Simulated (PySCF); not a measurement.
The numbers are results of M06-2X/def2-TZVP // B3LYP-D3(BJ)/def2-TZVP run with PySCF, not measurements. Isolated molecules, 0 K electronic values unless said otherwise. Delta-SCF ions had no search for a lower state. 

Reference species (SMILES): `B(N)(N)N` (neutral, multiplicity 1).

- HOMO–LUMO gap: 9.42 eV
- vertical ionisation energy (Delta-SCF): 9.24 eV

Changed species: `B` (3 of 3 NH2 replaced by H; the reference has 0 of 3 NH2 replaced by H).

Question: Predict the effect on the HOMO–LUMO gap and vertical ionisation energy (Delta-SCF).

Answer: the HOMO–LUMO gap rises by 0.83 eV, to 10.25 eV; the vertical ionisation energy (Delta-SCF) goes up by 3.92 eV, to 13.16 eV.
